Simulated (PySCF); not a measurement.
Zn(H)(Me) (CH4Zn), SMILES [ZnH][CH3].

Coordinates come from a PBE0-D3(BJ)/def2-TZVP optimisation.

Method: PySCF with ωB97X/def2-TZVPD.

Symmetry labels are those of the subgroup Cs that the program uses (full group C3v).

Task: List the valence orbital energies around the gap with their symmetry. (The exact figures need the calculation; the answer reports its results.)

Result: 
```tsv
orbital	symmetry	energy (eV)
HOMO−7	A'	-16.72
HOMO−6	A"	-16.72
HOMO−5	A"	-16.67
HOMO−4	A'	-16.67
HOMO−3	A"	-13.26
HOMO−2	A'	-13.26
HOMO−1	A'	-11.90
HOMO	A'	-9.89
LUMO	A'	1.06
LUMO+1	A"	1.06
LUMO+2	A'	1.49
LUMO+3	A'	2.29
```
